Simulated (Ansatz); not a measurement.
`C[SiH](N)[GeH3]` + HI → `C[SiH](N)I` + GeH₄ at 298.15 K and 1 bar (cleavage of the Si–Ge bond).

Program: Ansatz. Geometries: PBE0-D4/def2-TZVP. ΔE: electronic, gas phase. CBS: MP2 limit from def2 TZ/QZ plus the TZ coupled-cluster correction, frozen cores. Elements past krypton have def2 core potentials. For Ge, I outer-core shells are correlated without core-valence functions, which leaves a few kJ/mol of doubt a bond. Scalar relativity is left out up to krypton. Each species was taken in one conformer, which may not be the lowest.

```
          species  CCSD(T)/CBS energy (Eh)  H − E (kJ/mol)  S (J/(mol·K))
`C[SiH](N)[GeH3]`              -2463.40010           274.1          378.2
               HI               -298.03592            22.7          206.5
     `C[SiH](N)I`               -682.97750           212.2          351.3
             GeH₄              -2078.49493            88.5          217.3
```

H − E and S are ideal-gas, rigid-rotor, harmonic terms from PBE0-D4/def2-TZVP, for one conformer and one mirror image of each species. 1 Eh = 2625.50 kJ/mol, R = 8.31446 J/(mol·K).

Question: By hand: ΔE, ΔH, ΔS and ΔG.

Answer: ΔE = (-682.97750) + (-2078.49493) − (-2463.40010) − (-298.03592) = -0.03641 Eh = -95.6 kJ/mol. Δ(H − E) = 212.2 + 88.5 − 274.1 − 22.7 = 3.9, so ΔH = -91.7 kJ/mol. ΔS = 351.3 + 217.3 − 378.2 − 206.5 = -16.1 J/(mol·K). ΔG = -91.7 − 298.15 × (-16.1)/1000 = -86.9 kJ/mol.

Question: By hand: the equilibrium constant, and the temperature at which ΔG would vanish if ΔH and ΔS stayed fixed.

Answer: log₁₀ K = −ΔG/(RT ln 10) = 15.2. ΔG = 0 at ΔH/ΔS = 5696 K, far beyond where these terms or the molecules hold.

ΔH outweighs TΔS. A doubt of 5 kJ/mol in ΔE shifts log₁₀ K by 0.9 here. Other conformers and mirror images would add mixing entropy, several J/(mol·K) or more a flexible species. These are equilibria of isolated gas molecules and say nothing of rates. Largest T1 diagnostic: 0.012 (customary marks: 0.02 for closed shells, 0.045 for open ones).
